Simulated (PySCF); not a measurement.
Be(SMe)(SiH3) (CH6BeSSi), SMILES [S](C)[Be][SiH3]. Atoms are numbered in the order given.

```xyz
10

Be     0.4070     0.1403     0.1672
S      0.0551    -0.5000    -1.5932
C     -1.7647    -0.8395    -1.5119
H     -2.0048    -1.5598    -0.7187
H     -2.0422    -1.2765    -2.4802
H     -2.3352     0.0871    -1.3657
Si     0.8306     0.8628     2.1702
H      0.3414    -0.0811     3.2265
H      0.1902     2.1883     2.4490
H      2.3011     1.0383     2.3997
```

Geometry optimised at B3LYP-D3(BJ)/def2-SVP. One conformer was computed; it need not be the lowest.

Level of theory: C-PCM-PBE0/def2-SVP run with PySCF 2.14.0.

The values are the electrostatic part of the solvation free energy, E(continuum) − E(gas) at the gas-phase geometry, in a cavity of scaled van der Waals radii (PySCF's table); cavitation and dispersion terms are not included. A continuum can't describe solvent molecules that bind to the metal. In vacuum the orbital gap is 5.66 eV. The dipole moment in vacuum is 1.84 D.

Computed values in water (ε = 78.36), ethylethanoate (ε = 5.99), chlorobenzene (ε = 5.70):
```csv
solvent,ε,ΔG(elec) (kcal/mol),dipole (D),gap (eV)
water,78.36,-5.1,2.26,5.98
ethylethanoate,5.99,-4.1,2.17,5.92
chlorobenzene,5.70,-4.1,2.17,5.92
```
